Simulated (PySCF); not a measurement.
Coordinates in bohr (charge 0 multiplicity 9):
```
S     0.0000    0.0000   -2.2369
V     3.1266    0.0000    0.7019
V    -3.1266    0.0000    0.7019
```

Method: UB3LYP in PySCF with S def2-SVP, V def2-SVP; no relativity; density-fitted integrals.

This geometry of V₂S is a stationary point at this level.

(1) What is the point group?

(2) Is it a minimum?

(3) Which band is strongest in the infrared?

(4) What is the atomisation energy, with and without zero-point energy?

## Answers

(1) C2v.

(2) Yes: all harmonic wavenumbers are real.

(3) 358 cm⁻¹ (b2), 24 km/mol.

(4) 596 kJ/mol without, 591 kJ/mol with.

This need not be the most stable arrangement of these atoms. With open d or f shells other occupations or spin states may lie lower.
